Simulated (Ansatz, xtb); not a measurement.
**Relative energy of two isomers of C4H5BOS**

Structure a is `Bc1ccc(S)o1`, a singlet and structure b is `Bc1occc1S`, a singlet. Both are isolated molecules in the gas phase, relaxed with r2SCAN-D4/def2-SVP; the shapes shown needn't be the lowest conformers.

a (Å):

| atom | x (Å) | y (Å) | z (Å) |
| --- | --- | --- | --- |
| C | -1.2750 | -0.2954 | 1.2206 |
| C | -0.5454 | -1.4818 | 1.2075 |
| C | -0.5500 | -2.0059 | -0.1008 |
| C | -1.2958 | -1.1011 | -0.8441 |
| B | -1.6141 | 0.6950 | 2.3033 |
| O | -1.7308 | -0.0914 | -0.0926 |
| S | -1.7055 | -1.1270 | -2.5385 |
| H | -1.2007 | 0.4780 | 3.4169 |
| H | -2.2775 | 1.6736 | 2.0648 |
| H | -0.0593 | -1.9130 | 2.0827 |
| H | -0.0809 | -2.9155 | -0.4709 |
| H | -2.4054 | 0.0279 | -2.4865 |

b (Å):

```yaml
atoms:
  - { symbol: C, position_ang: [-1.4992, -0.5677, 0.9990] }
  - { symbol: C, position_ang: [-0.8357, -2.5786, 0.3545] }
  - { symbol: C, position_ang: [-0.5001, -1.7465, -0.6875] }
  - { symbol: C, position_ang: [-0.9236, -0.4518, -0.2801] }
  - { symbol: B, position_ang: [-2.1204, 0.4140, 1.9507] }
  - { symbol: O, position_ang: [-1.4189, -1.9186, 1.3497] }
  - { symbol: S, position_ang: [-0.7237, 0.9732, -1.2604] }
  - { symbol: H, position_ang: [-2.5514, 0.0498, 3.0151] }
  - { symbol: H, position_ang: [-2.1851, 1.5811, 1.6372] }
  - { symbol: H, position_ang: [-0.7075, -3.6518, 0.4949] }
  - { symbol: H, position_ang: [-0.0145, -2.0260, -1.6208] }
  - { symbol: H, position_ang: [-1.2904, 1.8233, -0.3738] }
```

Problem. Estimate E(b) − E(a) at the level CCSD(T)/def2-SVP + ΔMP2/def2-TZVPP.

Solution. Too close to call at this level: CCSD(T)/def2-SVP + ΔMP2/def2-TZVPP gives E(b) − E(a) = −1.97 kJ/mol.

Level by level:

| level | geometry | E(b) − E(a) (kJ/mol) | departure from the last row (kJ/mol) | job, with rough time for the two |
| --- | --- | --- | --- | --- |
| GFN2-xTB | GFN2-xTB | −3.21 | −1.24 | optimisation, 0.39 s |
| HF/STO-3G | GFN2-xTB | +7.10 | +9.07 | single point, 0.48 s |
| r2SCAN-D4/def2-SVP//GFN2-xTB | GFN2-xTB | −1.37 | +0.60 | single point, 3.5 s |
| r2SCAN-D4/def2-SVP | r2SCAN-D4/def2-SVP | −1.43 | +0.53 | optimisation, 29 s |
| HF/def2-SVP | r2SCAN-D4/def2-SVP | +3.13 | +5.09 | part of the CCSD(T) run |
| MP2/def2-SVP | r2SCAN-D4/def2-SVP | −2.18 | −0.22 | part of the CCSD(T) run |
| CCSD(T)/def2-SVP | r2SCAN-D4/def2-SVP | −2.53 | −0.56 | single point |
| CCSD(T)/def2-SVP + ΔMP2/def2-TZVPP | r2SCAN-D4/def2-SVP | −1.97 |  | single point, 59 s |

As drawn, both hold the same kinds of bond in the same numbers.

The largest departure from CCSD(T)/def2-SVP + ΔMP2/def2-TZVPP is that of HF/STO-3G, 9.07 kJ/mol. The last row adds to CCSD(T) the change of the MP2 difference between the two basis sets, here +0.56 kJ/mol.

With thermal terms from frequencies at re-optimised GFN2-xTB minima (ideal gas, soft modes damped towards free rotors, one conformer each, 298.15 K, 1 atm): on the last row, ΔE + ΔZPE = −1.21, ΔH = −1.75, ΔG = −0.46 kJ/mol.

The correlated steps freeze 11 core orbitals. Programs: Ansatz 0.2.0, xtb 6.7.1; the last row on 2 threads of Intel(R) Xeon(R) Platinum 8488C (Sapphire Rapids) on a shared host.
